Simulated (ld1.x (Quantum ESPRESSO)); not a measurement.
P (Z = 15): one change to an ultrasoft potential, before and after

ld1.x (Quantum ESPRESSO) 7.5 input, shortened:

```
&input
   title='P', zed=15., rel=1, dft='PBE', iswitch=3,
   config='[Ne] 3s2 3p2.5'
 /
 &inputp
   pseudotype=3, tm=.true., lloc=-1, rcloc=1.55,
   nlcc=.false.,
   which_augfun='PSQ', rmatch_augfun_nc=.true.
 /
4
3S  1  0   2.00   0.00  1.25  1.55  0.0
3S  1  0   0.00  -0.40  1.25  1.55  0.0
3P  2  1   2.50   0.00  1.50  2.10  0.0
3P  2  1   0.00  -0.15  1.50  2.10  0.0
 &test
   configts(1)='3s2 3p2.5'
 /
```

All-electron outer shells of the reference configuration (PBE, scalar-relativistic, ld1.x):

| shell | level (eV) | outermost node (bohr) | outermost maximum (bohr) |
| --- | --- | --- | --- |
| 3s | -18.43 | 0.65 | 1.56 |
| 3p | -9.67 | 0.64 | 1.79 |

Change: waves 3p (bound): rcut 1.50, rcutus 1.78 bohr; 3p channel at -0.15 Ry: rcut 1.50, rcutus 1.78 bohr.

Cutoffs: the cutoffs (Ry, on a coarse ladder) from which the occupation-weighted sum of valence levels, in a spherical-Bessel basis at the reference potential, stays within 10 and 1 mRy of its value at 400 Ry; they do not see the model core or the augmentation charge, which bear on the density cutoff. Errors are all-electron minus pseudo energies relative to the spin-unpolarised reference configuration.

Q: What does the change do?

A: The potential gets harder (15 Ry and 18 Ry → 15 Ry and 25 Ry); of the 7 tests that both files solve, the error grows in 0 and shrinks in 5 by more than 15 % and 0.3 meV (median size 17.6 → 9.8 meV); neither file shows a bound ghost. A smaller radius makes the pseudo-wave follow the all-electron one further in, where it bends more sharply, so more plane waves are needed. Less of the atom is replaced, so other configurations are described better.

| quantity | base | changed |
| --- | --- | --- |
| cutoff, loose | 15 Ry | 15 Ry |
| cutoff, tight | 18 Ry | 25 Ry |
| bound ghosts | none | none |
| error for 3s2 3p3, meV [ΔE -3.77 eV] | +0.2 | +0.1 |
| error for 3s2 3p2, meV [ΔE 5.95 eV] | -0.2 | -0.5 |
| error for 3s2 3p1, meV [ΔE 25.10 eV] | +4.7 | -0.9 |
| error for 3s1 3p0, meV [ΔE 106.85 eV] | +128 | +85 |
| error for 3s1 3p3, meV [ΔE 15.08 eV] | +18 | +9.8 |
| error for 3s0 3p5, meV [ΔE 13.43 eV] | +120 | +60 |
| error for 3s1 3p4, meV [ΔE 4.76 eV] | +23 | +13 |
| lowest overlap eigenvalue by channel | s 0.46, p 0.83 | s 0.46, p 0.78 |
